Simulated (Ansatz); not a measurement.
```xyz
11

F     2.662    0.078   -0.031
B     1.345    0.074   -0.031
C     0.461   -1.111    0.523
Si   -1.271   -0.387    0.178
Ge   -0.073    1.490   -0.699
H     0.663   -1.307    1.583
H     0.668   -2.052   -0.001
H    -2.063   -1.205   -0.779
H    -2.071   -0.177    1.415
H    -0.164    2.829    0.051
H    -0.158    1.768   -2.209
```

Total charge 0; spin multiplicity 1.

(1) List the r2SCAN/def2-TZVPP orbital energies in eV (Ansatz). (Best estimate.)

Answers

(1) Computed: Occupied: -10833.73, -1790.99, -1348.88, -1198.93, -1198.92, -1198.91, -666.89, -272.74, -182.34, -167.02, -141.45, -116.72, -116.71, -116.69, -96.31, -96.29, -96.29, -32.27, -30.02, -29.98, -29.96, -29.95, -29.93, -18.68, -14.61, -14.05, -12.53, -11.87, -11.63, -11.08, -10.69, -8.88, -8.43, -7.95, -7.06, -6.31. Lowest empty: -2.35, -0.29, 0.11, 0.48, 0.65, 1.24, 1.70, 2.37.
